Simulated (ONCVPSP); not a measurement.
# scandium: variants of one ONCV potential

Base potential:

```json
{"Element": "scandium (Sc)", "Generator": "ONCVPSP 4.0.1", "Type": "optimised norm-conserving Vanderbilt (ONCV)", "Functional": "PBE", "Relativity": "scalar-relativistic", "Frozen core": "[Ne]", "Valence charge": "11", "Reference configuration": "3s2 3p6 3d1 4s2", "Partial waves": "3s+4s: rc 1.60 bohr, ncon 4, nbas 8, qcut 5.9 1/bohr, 2 projectors; 3p: rc 1.60 bohr, ncon 5, nbas 9, qcut 8.5 1/bohr, 2 projectors, debl 2.1 Ha; 3d: rc 2.00 bohr, ncon 4, nbas 8, qcut 8 1/bohr, 1 projector; f scattering state at 0.04 Ha: rc 2.05 bohr, ncon 4, nbas 7, qcut 6.3 1/bohr, 2 projectors, debl 1.6 Ha", "Local potential": "polynomial inside 1.60 bohr (lpopt 5, dvloc0 -1 Ha)", "Core correction": "Teter function, fcfact 3.75, rcfact 1"}
```

Cutoffs, loose and tight: the cutoffs (Ha) at which the residual kinetic energy of the hardest occupied pseudo-wave falls to 1 and 0.1 mHa per electron. They do not see the model core or the augmentation charge, which bear on the density cutoff. Test errors are all-electron minus pseudo excitation energies from the reference, over the configurations 3s2 3p6 3d1 4s1; 3s2 3p6 3d1 4s0; 3s2 3p6 3d0 4s0; 3s2 3p6 3d1 4s1.5. A dash means not determined; rows that change the core or the reference have their own tests. The largest error is taken over the tests solved by every variant that gives reliable tests at all: 3s2 3p6 3d1 4s0; 3s2 3p6 3d1 4s1; 3s2 3p6 3d1 4s1.5.

| change | outcome | cutoff, loose | cutoff, tight | bound ghosts | GHOST(+) flags above zero | largest test error (meV) |
| --- | --- | --- | --- | --- | --- | --- |
| base | generated | 23 Ha | 26 Ha | none | none | -3.1 |
| f: rc 1.78 | generated | 23 Ha | 26 Ha | none | none | -3.1 |
| core correction Teter function, fcfact 3.75, rcfact 1.34 | generated | 23 Ha | 26 Ha | none | none | -3.2 |
| core correction Teter function, fcfact 7.1, rcfact 1 | generated | 23 Ha | 26 Ha | none | none | -3.2 |
| local potential polynomial inside 1.30 bohr (lpopt 5, dvloc0 6 Ha) | generated | 23 Ha | 26 Ha | none | none | -3.3 |
